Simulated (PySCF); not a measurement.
A PySCF script (with the pyscf-properties extension) for the NMR shieldings of SMILES FC1=C([SiH3])[P@@H+]1c1cccs1, [C$_{6}$H$_{7}$FPSSi]+, on a GFN2-xTB geometry:

```python
import basis_set_exchange as bse
import numpy as np
from pyscf import gto, dft
from pyscf.prop import nmr

atoms = """
F     1.710848    0.270132    3.220551
C     1.566446   -0.027715    1.968145
C     1.990039    0.237711    0.727936
Si    3.246391    1.349066   -0.235652
P     0.628015   -0.960914    0.781954
C    -1.000225   -0.530073    0.247805
C    -1.978207   -1.396130   -0.191689
C    -3.156497   -0.717025   -0.531521
C    -3.062746    0.631507   -0.346344
S    -1.540058    1.125759    0.247550
H     4.497268    1.109297    0.470568
H     3.186944    0.825864   -1.594599
H     2.672046    2.679920   -0.072781
H     0.942110   -2.290889    0.588757
H    -1.849997   -2.461751   -0.265101
H    -4.041461   -1.203825   -0.898468
H    -3.817913    1.371095   -0.529173
"""
names = dict.fromkeys(["F", "C", "Si", "P", "S", "H"], "pcSseg-1")
basis = {el: gto.basis.parse(bse.get_basis(n, elements=[el], fmt="nwchem")) for el, n in names.items()}
mol = gto.M(atom=atoms, basis=basis, charge=1, verbose=0)
mf = dft.RKS(mol, xc="PBE0")
mf.grids.level = 2
mf.grids.alignment = dft.numint.BLKSIZE   # the property module wants whole blocks of grid points
mf.conv_tol = 1e-9
mf.kernel()

calc = nmr.RKS(mf)   # GIAO
C = mf.mo_coeff
Co = C[:, mf.mo_occ > 0]
resp = mf.gen_response(singlet=True, hermi=2)
def vind(x):   # induced exchange potential for any number of trial vectors
    d = np.einsum("pi,xij,qj->xpq", C, 2 * x.reshape(-1, C.shape[1], Co.shape[1]), Co, optimize=True)
    return np.einsum("xpq,pi,qj->xij", resp(d - d.transpose(0, 2, 1)), C, Co, optimize=True).ravel()
mo1, _ = nmr.rhf.solve_mo1(calc, with_cphf=vind)
sigma = calc.kernel(mo1)
for i, s in enumerate(sigma):   # ppm
    w = np.linalg.eigvalsh((s + s.T) / 2)
    print("%2d %-2s iso %8.1f  s11 %8.1f  s22 %8.1f  s33 %8.1f" % (i, mol.atom_pure_symbol(i), w.mean(), *w))
```

Task: Give the expected output.

Result: 
```
 0 F  iso    261.2  s11    129.2  s22    211.8  s33    442.8
 1 C  iso     14.7  s11   -117.0  s22     69.0  s33     92.0
 2 C  iso     74.9  s11    -58.1  s22    106.2  s33    176.4
 3 Si iso    431.4  s11    427.5  s22    428.9  s33    437.9
 4 P  iso    459.2  s11    276.2  s22    358.6  s33    742.8
 5 C  iso     69.9  s11      6.0  s22     86.8  s33    116.9
 6 C  iso     34.2  s11    -61.6  s22     10.3  s33    154.0
 7 C  iso     48.4  s11    -24.4  s22     20.3  s33    149.4
 8 C  iso     28.8  s11    -67.7  s22     10.2  s33    144.0
 9 S  iso    227.4  s11     57.5  s22    226.5  s33    398.3
10 H  iso     26.8  s11     23.0  s22     25.3  s33     32.0
11 H  iso     27.1  s11     23.2  s22     26.4  s33     31.9
12 H  iso     26.8  s11     23.1  s22     25.7  s33     31.5
13 H  iso     24.9  s11     18.0  s22     23.0  s33     33.7
14 H  iso     23.4  s11     20.7  s22     21.8  s33     27.7
15 H  iso     23.8  s11     20.1  s22     24.7  s33     26.5
16 H  iso     23.0  s11     20.0  s22     22.3  s33     26.6
```

These numbers come from an equivalent density-fitted implementation of the same equations, which agrees with the script to about 0.01 ppm for H and up to a few tenths of a ppm for heavy atoms, so last digits may differ.

Task: Turn these shieldings into chemical shifts. Shifts are taken against calculated references (same method and geometry level): CFCl3 for 19F (σref 170.95); 13C (σref 186.93) and 29Si (σref 349.16) and 1H (σref 31.72) against TMS; H3PO4 for 31P (σref 318.38); CS2 for 33S (σref 503.73).

Result: Averaging equivalent atoms: F 0: -90.3; C 1: 172.3; C 8: 158.1; C 6: 152.7; C 7: 138.5; C 5: 117.0; C 2: 112.1; Si 3: -82.3; P 4: -140.8; S 9: 276; H 16: 8.73; H 14: 8.32; H 15: 7.95; H 13: 6.83; H 10/11/12: 4.82 ppm. Unscaled 19F shifts against computed CFCl3 carry errors that often reach 10 to 50 ppm. Experimental scales use liquid or dissolved standards, which lie at an offset from isolated H3PO4.

Size and cost of the density-fitted run: 226 basis functions, 40 s wall time on 1 thread of an Intel Xeon Platinum 8488C, shared host; peak memory 1.1 GiB.
